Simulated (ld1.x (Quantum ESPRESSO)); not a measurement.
Transferability test, PAW potential for Si

silicon (Si), PAW, made with ld1.x (Quantum ESPRESSO) 7.5 (BLYP, scalar-relativistic). Core [Ne], reference 3s2 3p2. Waves: 3s (bound): rcut 1.70, rcutus 2.05 bohr; 3s channel at -0.45 Ry: rcut 1.70, rcutus 2.05 bohr; 3p (bound): rcut 2.10, rcutus 2.30 bohr; 3p channel at 2.3 Ry: rcut 2.10, rcutus 2.30 bohr; 3d channel at 0.45 Ry: rcut 2.15, rcutus 2.40 bohr. Local part: all-electron potential smoothed inside 2.05 bohr (lloc = -1). Core correction: Bessel-smoothed model core, default radius (core density twice the valence density). Augmentation charge: PSQ, inside the norm-conserving radii.

Energies are relative to the spin-unpolarised reference configuration 3s2 3p2; without spin polarisation the order of configurations can differ from experiment. Not all tests gave a result: test run stopped at test 4 of 7 (negative rho).

```
valence configuration  charge  ΔE all-electron (eV)  error AE − PS (meV)
              3s2 3p1      +1                 7.589                 -1.2
              3s2 3p0      +2                23.479                  -12
              3s1 3p0      +3                57.483                  -64
```
